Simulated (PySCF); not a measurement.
How methods differ on the excitation energy of S

S [Ne] 3s2 3p4 (3P) → S [Ne] 3s1 3p5 (3P), as a difference of total energies. All numbers are calculated (PySCF 2.14, scalar relativity by spin-free X2C-1e, in aug-cc-pVDZ-DK). Correlated levels: valence: [Ne] frozen. The calculations carry no spin-orbit coupling.

```tsv
method	excitation energy (eV)	error (eV)
UHF	11.587	+2.659
LDA	10.066	+1.138
PBE	10.089	+1.161
PBE0	10.510	+1.582
r2SCAN	10.242	+1.314
BLYP	10.086	+1.158
B97-3	10.540	+1.612
MN15	9.903	+0.975
HSE06	10.515	+1.587
MP2 (valence)	10.516	+1.588
SCS-MP2 (valence)	10.370	+1.442
```

Reference: 8.928 eV (measured; NIST levels, between the centres of gravity of the two terms).

Errors of the correlated levels include the incompleteness of this basis and the frozen core.

The upper state lies above the first ionisation limit, where it may autoionise and the basis confines it.
